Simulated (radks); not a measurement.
Polarisabilities and homonuclear dispersion coefficients (atomic units). Code: a radial shooting solver on a logarithmic mesh with Libxc functionals. Model: scalar-relativistic Kohn-Sham, PBE, spin-polarised, spherical densities, finite nucleus; Fermi nuclear charge, rms radius of each element as measured or else 0.836 A^(1/3) + 0.57 fm. Response by self-consistent Sternheimer equations with the Hartree and adiabatic LDA kernel, the relativistic mass of each level held fixed and spin-orbit coupling left out. For heavy and open-shell atoms this level of theory can miss by tens of per cent. "Uncoupled" leaves out the induced potential. Quadrupole and octupole values are given only where no p, d or f shell is open.

species  configuration  alpha1 (bohr^3)  alpha1, uncoupled  alpha2 (bohr^5)  alpha3 (bohr^7)     C6     C8  recommended alpha1
Cd       [Kr] 4d10 5s2            47.44              88.77            455.4             8121  424.7  22110            46 +/- 2
In+      [Kr] 4d10 5s2            23.58              44.98            128.0             1316  161.7   5005                   -
Sn2+     [Kr] 4d10 5s2            14.73              27.85            55.52            405.2  82.88   1836                   -
Sb3+     [Kr] 4d10 5s2            10.21              19.03            29.30            165.7  48.80  840.8                   -
Te4+     [Kr] 4d10 5s2            7.520              13.81            17.32            79.83  31.23  438.8                   -
I5+      [Kr] 4d10 5s2            5.768              10.45            11.04            42.89  21.15  249.9                   -
Xe6+     [Kr] 4d10 5s2            4.555              8.154            7.418            24.94  14.92  151.6                   -
Cs7+     [Kr] 4d10 5s2            3.678              6.511            5.190            15.42  10.87  96.40                   -
Ba8+     [Kr] 4d10 5s2            3.023              5.296            3.746            10.04  8.118  63.68                   -

Recommended values: Schwerdtfeger and Nagle, table of static dipole polarisabilities (2023 update), measured or computed.
